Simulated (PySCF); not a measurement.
Question: Write Cartesian coordinates for `C=C=CCB(Cl)Cl` as optimised with PBE0-D3(BJ)/def2-SVP.

Answer: 
```xyz
12
C4H5BCl2 angstrom
C      2.4491    0.1210    0.0571
C      1.3293   -0.3848    0.5039
C      0.2027   -0.8883    0.9441
C     -1.0798   -0.9641    0.1546
B     -2.1064    0.1408    0.5939
Cl    -3.7391   -0.2645    1.0892
Cl    -1.6441    1.8286    0.5861
H      2.6667    1.1890    0.1643
H      3.2035   -0.5037   -0.4348
H      0.1714   -1.2552    1.9785
H     -0.8640   -0.7940   -0.9152
H     -1.5325   -1.9632    0.2456
```

Any rigid rotation of these coordinates is as good. Atoms count from 1 in this order. B5 (three-coordinate boron) is planar (angles 121.7°, 120.3° and 118.0°, sum 360.0°, 0.00 Å off the plane of its three neighbours). The 3 C–C bonds span 1.307 Å (C1=C2, drawn double) to 1.508 Å (C3–C4, drawn single), a spread of 0.201 Å.

Bonds between heavy atoms (Å): C1=C2 1.307, C2=C3 1.310, C3–C4 1.508, C4–B5 1.571, B5–Cl6 1.754, B5–Cl7 1.750.

Computed, not measured: PySCF 2.14.0, PBE0-D3(BJ)/def2-SVP geometry optimisation, gas phase.

Point group: C1 (no symmetry element, even within 0.4 Å). Stationary, but not proved a minimum. One conformer, not necessarily the lowest (C2–C3–C4–B5 -103°, C3–C4–B5–Cl6 -126°).

The run took 39 s on an Arm Neoverse V2 with one thread, no GPU, shared host with 192 logical CPUs at a one-minute load of 64, and the process peaked at 0.51 GiB of memory. That covers the optimisation of the geometry.
